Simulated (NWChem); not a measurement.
CH₃BCl₂; SMILES CB(Cl)Cl

```xyz
7

B     -0.3299     0.0083    -0.0196
Cl     0.6030     1.4867    -0.1866
Cl     0.5587    -1.4912     0.1943
C     -1.8868     0.0322    -0.0116
H     -2.3253    -0.9132    -0.3607
H     -2.2994     0.8756    -0.5829
H     -2.2102     0.1669     1.0374
```
Atoms are numbered in this order, from 1.

The geometry was optimised at PBE0/def2-SVP.

Task: Give the principal values of the shielding tensors (ppm) of B1, Cl2, C4 from KT2/pcSseg-1, GIAO (NWChem), with their diamagnetic and paramagnetic parts as GIAO splits them.

Result: 
```tsv
atom	σ11	σ22	σ33	isotropic	diamagnetic	paramagnetic
B1	-3.3	41.5	81.7	39.9	194.1	-154.2
Cl2	359.1	733.4	846.3	646.3	1150.1	-503.8
C4	153.2	158.8	189.5	167.1	253.4	-86.3
```
